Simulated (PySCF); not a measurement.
Correlation energy of Al⁺ (aluminium, charge +1)

[Ne] 3s2, closed-shell 1S. All numbers are calculated (PySCF 2.14, scalar relativity by spin-free X2C-1e, in Sapporo-DZP-2012 (5s4p2d, 27 functions)). Frozen: [Ne]; 2 electrons correlated.

Total MP2 correlation energy: -23.41 mhartree.

Same-spin part 0.00 and opposite-spin part -23.41 mhartree; SCS-MP2 scales them by 1/3 and 6/5 to -28.10 mhartree.

With two correlated electrons CCSD is exact within the correlated space (frozen core and kept virtual orbitals).

```tsv
level	correlation energy (mhartree)
CCSD	-35.94
```

Diagnostics: T1 = 0.0032, D1 = 0.0046, largest double amplitude 0.111.

Cost of the coupled-cluster step: 0.02 s of wall time on 1 thread of AMD EPYC 9R45 96-Core Processor (shared host), for 2 correlated electrons.
